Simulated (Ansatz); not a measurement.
All values below come from frozen-core CCSD(T)/cc-pVTZ // B3LYP-D3(BJ)/def2-TZVP (Ansatz, a program for electronic structure).

Ansatz 0.2 input:
```yaml
crystal:
  periodic: [false, false, false]
  atoms:
    - { symbol: N, position_ang: [-0.640347, 0.019887, -0.020185] }
    - { symbol: C, position_ang: [0.826891, -0.022665, 0.025258] }
    - { symbol: O, position_ang: [1.486839, 0.953227, -0.225686] }
    - { symbol: H, position_ang: [-1.012524, 0.95851, -0.285184] }
    - { symbol: H, position_ang: [-1.032093, -0.245215, 0.916502] }
    - { symbol: H, position_ang: [-0.994759, -0.689048, -0.707855] }
    - { symbol: H, position_ang: [1.365996, -0.974696, 0.297153] }
basis:
  gaussian: { orbitals: cc-pVTZ }
correlation:
  method: ccsd_t
total_charge: 2
magnetization:
  spin_polarized: true
  initial_magnetization: 1
```

Output:

```
Functional definition: HF
847 factors; integrals over basis functions are off by at most 1.2e-3 eV
mean field evaluation 1: about -4580.8799 eV, gradient 4.7e1 eV
mean field evaluation 2: about -4580.8813 eV, gradient 4.7e1 eV
mean field evaluation 4: about -4590.0891 eV, gradient 6.5e0 eV
mean field evaluation 8: about -4590.8479 eV, gradient 5.3e-1 eV
mean field evaluation 16: about -4590.8603 eV, gradient 7.6e-7 eV
mean field evaluation 32: about -4590.7570 eV, gradient 2.3e0 eV
mean field evaluation 64: about -4588.3636 eV, gradient 1.1e-3 eV
mean field evaluation 96: about -4584.9108 eV, gradient 9.3e0 eV
mean field -4590.86031589 eV, -168.7110048121 hartree, gradient 7.6e-7 eV, S^2 0.790717; 2 other end points of the search recorded, 0 dependent functions left out
determinant -4590.86031589 eV, -168.7110048121 hartree, with singles and doubles -4606.27009334 eV, -169.2773036882 hartree
determinant -4588.36361763 eV, -168.6192528435 hartree, with singles and doubles -4603.32182331 eV, -169.1689567630 hartree
3 core orbitals not correlated
reference -4590.86031589 eV, -168.7110048121 hartree; 9, 8 occupied and 134, 135 virtual orbitals, 847 factors
second order -14.38387103 eV of doubles, -0.00000000 eV of singles
cycle   1  -15.24538027 eV  change    -1.4e0 eV  update   2.2e-2
cycle   2  -15.28673671 eV  change   -4.1e-2 eV  update   5.4e-3
cycle   3  -15.28715173 eV  change   -4.2e-4 eV  update   2.6e-3
cycle   4  -15.29080439 eV  change   -3.7e-3 eV  update   1.4e-3
cycle   5  -15.29280122 eV  change   -2.0e-3 eV  update   8.3e-4
cycle   6  -15.29399245 eV  change   -1.2e-3 eV  update   3.5e-4
cycle   7  -15.29417834 eV  change   -1.9e-4 eV  update   1.4e-4
cycle   8  -15.29427039 eV  change   -9.2e-5 eV  update   8.6e-5
cycle   9  -15.29419106 eV  change    7.9e-5 eV  update   5.0e-5
cycle  10  -15.29418035 eV  change    1.1e-5 eV  update   2.1e-5
cycle  11  -15.29418269 eV  change   -2.3e-6 eV  update   8.3e-6
perturbative correction -0.59326647 eV, -0.0218021408 hartree
Total energy: -4606.74776505 eV, -169.2948577999 hartree
```

Cost: roughly 80 core-seconds.
